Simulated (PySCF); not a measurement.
Members of one family of related compounds. Computed, not measured: TDDFT CAM-B3LYP/def2-SVPD, vertical, gas phase, core orbitals frozen in the response in PySCF 2.14.0, density-fitted response routines. Geometries: PBE0-D3(BJ)/def2-SVP; one conformer of each isolated species. Triplets are in the Tamm–Dancoff approximation. 'Strongest' means the level of largest summed f among the lowest 15 singlets; it needn't be the same kind of state in each. Relativistic effects are left out although some hold elements past zinc.

Task: Rank by computed HOMO–LUMO gap, highest first.
A. GeH2(NHEt)2 (`[H][Ge]([H])([NH]CC)[NH]CC`)
B. GeH2(nBu)2 (`[H][Ge]([H])([CH2]CCC)[CH2]CCC`)
C. GeH2(SiMe3)2 (`[H][Ge]([H])([Si](C)(C)C)[Si](C)(C)C`)
D. GeH2(OiPr)2 (`[H][Ge]([H])([O]C(C)C)[O]C(C)C`)

Result: D (10.44 eV), B (10.21 eV), A (9.20 eV), C (9.02 eV).

| SMILES | gap (eV) | α (au) | first f ≥ 0.01 (nm) | S1 (eV) | f (strongest) | S1 mainly |
| --- | --- | --- | --- | --- | --- | --- |
| [H][Ge]([H])([O]C(C)C)[O]C(C)C | 10.44 | 111.1 | 167 | 7.42 | 0.09 | H→L+1 (51%) |
| [H][Ge]([H])([CH2]CCC)[CH2]CCC | 10.21 | 132.0 | 167 | 7.41 | 0.19 | H→L (88%) |
| [H][Ge]([H])([NH]CC)[NH]CC | 9.20 | 98.5 | 185 | 6.10 | 0.13 | H→L (37%) |
| [H][Ge]([H])([Si](C)(C)C)[Si](C)(C)C | 9.02 | 164.0 | 179 | 6.49 | 0.51 | H→L (80%) |

H and L stand for HOMO and LUMO.

- `[H][Ge]([H])([O]C(C)C)[O]C(C)C`: Löwdin shares by element: HOMO oxygen 63%, carbon 11% or more (atoms not listed hold the other 26%); LUMO germanium 35%, hydrogen 21% or more, carbon 5% or more (atoms not listed hold the other 38%).
- `[H][Ge]([H])([CH2]CCC)[CH2]CCC`: Löwdin shares by element: HOMO carbon 45% or more, germanium 18% (atoms not listed hold the other 37%); LUMO germanium 32%, carbon 11% or more (atoms not listed hold the other 56%).
- `[H][Ge]([H])([NH]CC)[NH]CC`: Löwdin shares by element: HOMO nitrogen 61%, germanium 8%, carbon 6% or more (atoms not listed hold the other 25%); LUMO germanium 34%, carbon 14% or more, hydrogen 5% or more (atoms not listed hold the other 47%).
- `[H][Ge]([H])([Si](C)(C)C)[Si](C)(C)C`: Löwdin shares by element: HOMO silicon 33%, germanium 32%, carbon 6% or more (atoms not listed hold the other 28%); LUMO carbon 16% or more, germanium 14% (atoms not listed hold the other 70%).

Without π bonds the low states may be Rydberg-like; a valence basis with one diffuse set may place them up to an eV too high.
